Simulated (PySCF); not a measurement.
A structure optimised at B3LYP-D3(BJ)/def2-SVP, used in a PySCF frequency run:

```
Nb
F 1 1.8734
C 1 2.1395 2 111.97
H 3 1.1025 1 112.98 2 65.57
H 3 1.1048 4 107.96 1 -120.81
H 3 1.1068 4 109.05 5 -118.46
C 1 2.1395 2 111.97 3 -120.60
H 7 1.1025 1 112.98 2 -65.57
H 7 1.1048 8 107.96 1 120.81
H 7 1.1068 8 109.05 9 118.46
S 1 2.1490 2 113.46 7 -119.70
```
Charge 0, spin multiplicity 1.

**Question.** Write its SMILES and formula.

**Answer.** [CH3][Nb]([CH3])([F])=[S], C₂H₆FNbS

**Question.** What are its rotational constants (standard atomic weights)?

**Answer.** 2.5685, 1.9252, 1.9099 GHz
